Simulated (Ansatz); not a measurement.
`C#[C][Ge]([F])([F])[C]#C` at its PBE0-D4/def2-TZVP geometry, where that method's forces vanish. Total charge 0; spin multiplicity 1.

| atom | x (Å) | y (Å) | z (Å) |
| --- | --- | --- | --- |
| C1 | -0.053 | -0.338 | 2.686 |
| C2 | -0.261 | -0.432 | 1.505 |
| Ge3 | -0.560 | -0.558 | -0.338 |
| F4 | -2.227 | -0.307 | -0.652 |
| F5 | -0.249 | -2.166 | -0.846 |
| C6 | 0.443 | 0.619 | -1.393 |
| C7 | 1.099 | 1.382 | -2.053 |
| H8 | 0.129 | -0.257 | 3.734 |
| H9 | 1.678 | 2.056 | -2.642 |

**Question.** For each bond, give half the difference of the two atoms' forces along it (eV/Å; positive pushes the atoms apart) under PBE-D4, r2SCAN-D4, B3LYP-D4, ωB97M-V in def2-TZVPP. (An estimate is asked.)

**Answer.** Ansatz gave: 
| bond | length (Å) | PBE-D4 | r2SCAN-D4 | B3LYP-D4 | ωB97M-V |
| --- | --- | --- | --- | --- | --- |
| C1–C2 | 1.203 | 0.92 | 0.39 | -0.04 | -0.25 |
| C1–H8 | 1.067 | -0.37 | -0.23 | -0.10 | 0.04 |
| C2–Ge3 | 1.872 | -0.62 | -0.23 | 0.01 | 0.15 |
| Ge3–F4 | 1.715 | 0.57 | 0.07 | 0.26 | 0.06 |
| Ge3–F5 | 1.715 | 0.57 | 0.07 | 0.26 | 0.06 |
| Ge3–C6 | 1.872 | -0.62 | -0.23 | 0.01 | 0.15 |
| C6–C7 | 1.203 | 0.92 | 0.39 | -0.04 | -0.25 |
| C7–H9 | 1.067 | -0.37 | -0.23 | -0.10 | 0.04 |

B3LYP here is the variant with VWN-RPA as its local correlation; programs differ in this.
